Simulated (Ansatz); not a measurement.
`CNBO` + H₂Te → `OB[TeH]` + CH₃NH₂  (ligand exchange at a B–N bond)

Computed with Ansatz on PBE0-D4/def2-TZVP structures; ΔE is electronic, products minus reactants. CCSD(T)/CBS is the MP2 limit (def2-TZVPP, def2-QZVPP) plus CCSD(T) − MP2 in def2-TZVPP, frozen cores. Elements past krypton have def2 core potentials. For Te outer-core shells are correlated without core-valence functions, which leaves a few kJ/mol of doubt a bond. Each species was taken in one conformer, which may not be the lowest.

```csv
species,CCSD(T)/CBS(def2) energy (Eh)
`CNBO`,-196.42143
H₂Te,-268.91024
`OB[TeH]`,-369.55161
CH₃NH₂,-95.75281
```

Problem. Work out ΔE.

Solution. ΔE = (-369.55161) + (-95.75281) − (-196.42143) − (-268.91024) = 0.02725 Eh = +17.1 kcal/mol.

Largest T1 diagnostic among the species: 0.013.

From BLYP to BHLYP (50 % exact exchange), in def2-TZVPP and without D4, ΔE moves by +1.8 kcal/mol. Leaving LDA and LC-ωPBE aside and taking each functional with its dispersion term where it has one, the values, not all of them listed here, spread over 4.7 kcal/mol, from revPBE-D4 to CAM-B3LYP-D4. LDA lies +3.5 kcal/mol from PBE without D4. In def2-TZVPP, CCSD(T) changes the Hartree–Fock value by −2.4 kcal/mol (the triples alone add −0.7 kcal/mol) and MP2 by −3.6 kcal/mol.
